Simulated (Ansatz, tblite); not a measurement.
Cost and result up the ladder for the cluster Na₄O₂ (the lowest singlet isomer of a short search) (6 atoms). Charge 0, multiplicity 1. Geometry: r2SCAN-D4/def2-SVP.

```xyz
6

Na   -3.096   -0.601   -1.922
Na    3.090    0.600    1.933
Na   -0.232    1.290   -0.029
Na    0.236   -1.290    0.023
O    -1.411   -0.274   -0.887
O     1.414    0.275    0.883
```

Ansatz on 2 threads of Arm Neoverse V1 on a shared host; xTB runs through tblite on one thread. Times are rough, summed over both states, and most runs start from the orbitals of an earlier one. PBE0-D4/def2-TZVP serves as the yardstick here, not as an exact answer. The other state is a triplet.

The xTB rows come from tblite. The structure comes from a short search, and lower isomers may exist.

xTB has no spin-polarisation term.

| level | functions | wall time | vertical triplet (eV) | difference from PBE0-D4/def2-TZVP (eV) |
| --- | --- | --- | --- | --- |
| GFN1-xTB | 24 | 0.008 s | 2.74 | 1.51 |
| GFN2-xTB | 24 | 0.036 s | 0.44 | -0.79 |
| PBE-D4/def2-TZVP | 190 | 15 s | 1.23 | 0.00 |
| PBE0-D4/def2-TZVP (with forces) | 190 | 47 s | 1.23 | 0.00 |
| r2SCAN-D4/def2-TZVP | 190 | 58 s | 1.22 | -0.01 |
